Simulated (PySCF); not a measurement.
Level of theory: PySCF with TPSSh-D3(BJ)/def2-TZVP // BP86-D3(BJ)/def2-SVP. Gas-phase values, no solvent. 

Reference species: [Ti(F)4] (neutral, multiplicity 1).

```yaml
charge on the central atom (Mulliken): 1.66 e
charge on the central atom (meta-Löwdin): 1.66 e
coordination_number: 4
```

Changed species: [Ti(F)2(H)2] (2 of 4 F replaced by H; the reference has 0 of 4 F replaced by H).

**Question.** What does the change do to the charge on the central atom (Mulliken), charge on the central atom (meta-Löwdin) and coordination number?

**Answer.** the charge on the central atom (Mulliken) drops by 0.56 e, to 1.10 e; the charge on the central atom (meta-Löwdin) falls by 0.35 e, to 1.31 e; the coordination number is nearly the same.
